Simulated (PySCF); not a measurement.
Si(Cl)(NCO)(OH)2 (CH2ClNO3Si), SMILES O[Si](Cl)(N=C=O)O. Atoms are numbered in the order given.

```xyz
9

O      2.7746    -1.3432    -1.5286
C      1.7753    -0.8087    -1.2018
N      0.7332    -0.2560    -0.9171
Si    -0.5263     0.4464     0.0264
O     -1.9368     0.4031    -0.8424
O     -0.2205     2.0184     0.4274
Cl    -0.6289    -0.6169     1.7864
H     -2.0996    -0.4120    -1.3481
H     -0.5635     2.6683    -0.2113
```
Charge 0, spin multiplicity 1.

Coordinates come from a PBE-D3(BJ)/def2-SVP optimisation. This is a generated structure with no PubChem entry under its InChIKey; it may be hypothetical. The values are those of a single conformer.

The numbers are results of PySCF with SMD-ωB97X/6-31G*, not measurements.

Solvation free energies are E(SMD) − E(gas) at the gas-phase geometry, for 1 M in both phases. In vacuum the dipole moment is 2.78 D.

Computed solvation free energies in water, dichloromethane, cyclohexanone:
| solvent | ΔG(solv) (kcal/mol) | its non-electrostatic (CDS) part | dipole (D) |
|---|---|---|---|
| water | -7.3 | 6.0 | 3.48 |
| dichloromethane | -7.5 | -0.3 | 3.27 |
| cyclohexanone | -7.6 | -1.7 | 3.24 |
